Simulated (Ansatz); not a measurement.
Calculated with Ansatz (gas phase, PBE0-D4/def2-TZVP geometries, no zero-point term in ΔE). CCSD(T)/CBS adds triple-zeta CCSD(T) − MP2 to the extrapolated MP2 energy (def2 sets, frozen cores). This one scheme is used for every species. Functionals use def2-TZVPP. For Ga outer-core shells are correlated without core-valence functions, which leaves a few kJ/mol of doubt a bond. Scalar relativity is left out up to krypton. Each species was taken in one conformer, which may not be the lowest.

Reaction (formal exchange of groups at the Al–O bond): `[OH][Al]([Cl])[O][SiH3]` + `[GaH3]` → `[SiH3][O][Al]([Cl])[GaH2]` + H₂O

```
             level  ΔE (kcal/mol)  difference from CCSD(T)/CBS
            B97M-V           26.0                          3.5
           ωB97X-V           24.2                          1.7
            B2PLYP           24.9                          2.4
          PBE-QIDH           23.2                          0.7
           r2SCANh           24.5                          2.0
       HF/def2-SVP           27.9                          5.4
  CCSD(T)/def2-SVP           25.6                          3.1
SCS-MP2/def2-TZVPP           25.8                          3.3
   CCSD/def2-TZVPP           24.2                          1.7
      HF/CBS(def2)           28.0                          5.5
       CCSD(T)/CBS           22.5                            0
```

Largest T1 diagnostic among the species: 0.013.

The D4 term adds −0.8 kcal/mol with B3LYP and −0.5 kcal/mol with PBE0; it sums over pairs of atoms, weighted by their polarisabilities, and B3LYP, whose exchange is more repulsive, gets the larger term. From PBE to PBE0 (25 % exact exchange), in def2-TZVPP and without D4, ΔE moves by +1.3 kcal/mol. At CCSD(T), def2-SVP lies +3.1 kcal/mol from the extrapolated value and def2-TZVPP +1.1 kcal/mol.

B3LYP here is the variant with VWN-RPA as its local correlation; programs differ in this.
